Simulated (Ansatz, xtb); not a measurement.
# A geometry optimisation of CH5InSi2 with r2SCAN-D4/def2-SVP

The starting geometry of this gas-phase singlet was built from a drawn formula by distance geometry; its bonds are those of `[InH2][CH]1[SiH]=[SiH]1`.

```xyz
9

C    -1.5215    0.7740   -1.0176
In   -1.7106    2.2596    0.5116
Si   -1.8257    1.5352   -2.7083
Si   -3.2140    0.2692   -1.8349
H    -3.1777    2.0249    1.5048
H    -0.3148    2.9518    0.7758
H    -0.8679   -0.0874   -0.8854
H    -1.1153    2.1094   -3.8769
H    -4.4005   -0.5373   -1.6394
```

Problem. Predict what becomes of its bonds when it is optimised with r2SCAN-D4/def2-SVP.

Solution. It rearranges, giving a structure given below by its coordinates. Distances that change by over a tenth: Si3–Si4 (2.07 → 2.67 Å). Contacts that open: C1–In2 (2.14 → 3.46 Å). Contacts that close: In2–Si3 (3.30 → 2.67 Å), In2–Si4 (3.42 → 2.67 Å).

The energy falls by 2.59 eV over 67 steps:

```json
{"step": "1", "E − E(last) (eV)": "2.595"}
{"step": "8", "E − E(last) (eV)": "1.552"}
{"step": "16", "E − E(last) (eV)": "1.096"}
{"step": "23", "E − E(last) (eV)": "1.038"}
{"step": "30", "E − E(last) (eV)": "0.833"}
{"step": "38", "E − E(last) (eV)": "0.820"}
{"step": "45", "E − E(last) (eV)": "0.799"}
{"step": "52", "E − E(last) (eV)": "0.793"}
{"step": "60", "E − E(last) (eV)": "0.131"}
{"step": "67", "E − E(last) (eV)": "0.000"}
```

Final geometry (Å):

```yaml
atoms:
  - { symbol: C, position_ang: [-1.5782, 0.1262, -2.0524] }
  - { symbol: In, position_ang: [-2.1632, 2.4411, 0.4573] }
  - { symbol: Si, position_ang: [-1.1817, 1.8660, -1.9615] }
  - { symbol: Si, position_ang: [-2.7510, 0.1068, -0.7047] }
  - { symbol: H, position_ang: [-3.4326, 3.6036, 0.4999] }
  - { symbol: H, position_ang: [-0.9518, 2.2209, 1.6598] }
  - { symbol: H, position_ang: [-1.4149, -0.5965, -2.8607] }
  - { symbol: H, position_ang: [-0.8317, 2.4537, -3.3109] }
  - { symbol: H, position_ang: [-3.8428, -0.9224, -0.8971] }
```

From the same start GFN2-xTB reaches the same bonding as this run.

The end wasn't checked by frequencies. Atoms past krypton carry core potentials, without spin–orbit terms. Run with Ansatz 0.2.0, 2.5 min on 2 threads of Intel(R) Xeon(R) Platinum 8375C CPU @ 2.90GHz (Ice Lake), on a shared host.
